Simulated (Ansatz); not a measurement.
Consider the ligand exchange at the Si–O bond: `CO[SiH2]O[SiH3]` + `[SH][GeH3]` → `CO[SiH2][S][GeH3]` + silanol.

Gas-phase electronic energies from Ansatz, PBE0-D4/def2-TZVP geometries. CCSD(T)/CBS is the MP2 limit (def2-TZVPP, def2-QZVPP) plus CCSD(T) − MP2 in def2-TZVPP, frozen cores. Functionals use def2-TZVPP. For Ge outer-core shells are correlated without core-valence functions, which leaves a few kJ/mol of doubt a bond. Scalar relativity is left out up to krypton. One conformer a species, not always the lowest.

CCSD(T)/CBS gives +0.59 eV.

(1) Another level gave +0.62 eV. Which?
A. PBE0/def2-TZVPP
B. CCSD(T)/def2-TZVPP
C. CCSD/def2-TZVPP
D. r2SCAN/def2-TZVPP

Largest T1 diagnostic among the species: 0.011.

Results:

(1) B. CCSD(T)/def2-TZVPP 0.62, r2SCAN 0.57, CCSD/def2-TZVPP 0.67, PBE0 0.52 eV.

In def2-TZVPP, CCSD(T) changes the Hartree–Fock value by −0.24 eV (the triples alone add −0.05 eV) and MP2 by −0.29 eV. The D4 term adds −0.06 eV with B3LYP and −0.03 eV with PBE0; it sums over pairs of atoms, weighted by their polarisabilities, and B3LYP, whose exchange is more repulsive, gets the larger term.

B3LYP here is the variant with VWN-RPA as its local correlation; programs differ in this.
